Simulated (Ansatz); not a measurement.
Reaction (ligand exchange at the Si–N bond): `Cl[SiH2][NH][GeH2][Cl]` + `[SiH3]S` → `[SiH3]S[SiH2]Cl` + `[NH2][GeH2][Cl]`

Isolated molecules relaxed with PBE0-D4/def2-TZVP in Ansatz; ΔE leaves out vibrations. CCSD(T)/CBS adds triple-zeta CCSD(T) − MP2 to the extrapolated MP2 energy (def2 sets, frozen cores). For Ge outer-core shells are correlated without core-valence functions, which leaves a few kJ/mol of doubt a bond. Scalar relativity is left out up to krypton. Each species was taken in one conformer, which may not be the lowest.

| species | MP2/def2-TZVPP energy (Eh) |
| --- | --- |
| `Cl[SiH2][NH][GeH2][Cl]` | -3341.83565 |
| `[SiH3]S` | -689.15038 |
| `[SiH3]S[SiH2]Cl` | -1438.57632 |
| `[NH2][GeH2][Cl]` | -2592.40953 |

(1) Work out ΔE.

Largest T1 diagnostic among the species: 0.011.

Results:

(1) ΔE = (-1438.57632) + (-2592.40953) − (-3341.83565) − (-689.15038) = 0.00018 Eh = +0.5 kJ/mol. CCSD(T)/CBS gives +0.5 kJ/mol.

From PBE to PBE0 (25 % exact exchange), in def2-TZVPP and without D4, ΔE moves by +3.3 kJ/mol. In def2-TZVPP, CCSD(T) changes the Hartree–Fock value by −9.3 kJ/mol (the triples alone add −2.7 kJ/mol) and MP2 by −13.6 kJ/mol. The D4 term adds −3.0 kJ/mol with B3LYP and −1.4 kJ/mol with PBE0; it sums over pairs of atoms, weighted by their polarisabilities, and B3LYP, whose exchange is more repulsive, gets the larger term.

B3LYP here is the variant with VWN-RPA as its local correlation; programs differ in this.
